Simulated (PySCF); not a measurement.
# Level sweep

Compound: arsine, AsH₃.
Z-matrix (Å and degrees, PBE0-D3(BJ)/def2-SVP geometry), rows numbered from 1:
```
As
H   1  1.5250
H   1  1.5251  2   92.00
H   1  1.5251  2   92.01  3   -92.08
```

PySCF, dipoles from the SCF density, polarisabilities from static response with core orbitals frozen. Geometry: PBE0-D3(BJ)/def2-SVP; no solvent, vibrations or thermal averaging. Relativistic effects, spin–orbit coupling among them, are left out although an element past zinc is present.

**Question.** How do dipole and polarisability depend on functional and basis here?

**Answer.** 

```csv
level,μ (D),error (%),α (Å³),error (%),anisotropy (Å³)
LDA/def2-SVPD,0.374,+87.0,5.34,-2.3,0.17
PBE/def2-SVPD,0.279,+39.5,5.25,-4.0,0.16
B3LYP/def2-SVPD,0.233,+16.3,5.18,-5.3,0.12
PBE0/def2-SVPD,0.336,+67.9,5.16,-5.6,0.12
BHandHLYP/def2-SVPD,0.285,+42.6,5.08,-7.0,0.07
CAM-B3LYP/def2-SVPD,0.298,+49.1,5.13,-6.2,0.09
wB97X-D/def2-SVPD,0.327,+63.7,5.19,-5.0,0.14
LC-wPBE/def2-SVPD,0.418,+108.9,5.05,-7.7,0.07
HF/def2-SVPD,0.365,+82.7,5.04,-7.8,0.01
PBE0/6-31G*,0.648,+223.9,3.74,-31.5,0.22
PBE0/def2-SVP,0.503,+151.4,4.12,-24.7,0.36
PBE0/aug-cc-pVDZ,0.346,+73.2,5.25,-4.0,0.19
PBE0/def2-TZVP,0.334,+67.2,4.77,-12.8,0.12
PBE0/def2-TZVPD,0.323,+61.6,5.27,-3.6,0.18
PBE0/aug-cc-pVTZ,0.325,+62.7,5.35,-2.2,0.24
```

Reference dipole: 0.200 D (measured, gas; NIST CCCBDB Release 22 (SRD 101), experimental dipoles). Reference polarisability: 5.468 Å³ (measured, gas; NIST CCCBDB Release 22 (SRD 101), experimental polarizabilities). The anisotropy is √(½[(α1 − α2)² + (α2 − α3)² + (α3 − α1)²]). For the dipole, the smallest error is 16.3% (B3LYP/def2-SVPD) and the largest 223.9% (PBE0/6-31G*). Even the closest misses by 16%. For the polarisability, the smallest error is 2.2% (PBE0/aug-cc-pVTZ) and the largest 31.5% (PBE0/6-31G*). The dipole runs from 0.23 D (B3LYP/def2-SVPD) to 0.65 D (PBE0/6-31G*). In one basis (def2-SVPD) the functionals order the polarisability from HF (lowest) to LDA (highest), a spread of 6%. With PBE0 the polarisability is 4.21 Å³ without diffuse functions (mean of 6-31G*, def2-SVP and def2-TZVP) and 5.26 Å³ with them (mean of def2-SVPD, aug-cc-pVDZ, def2-TZVPD and aug-cc-pVTZ). Measured values can belong to vibrating molecules; the computed ones are for one fixed geometry.
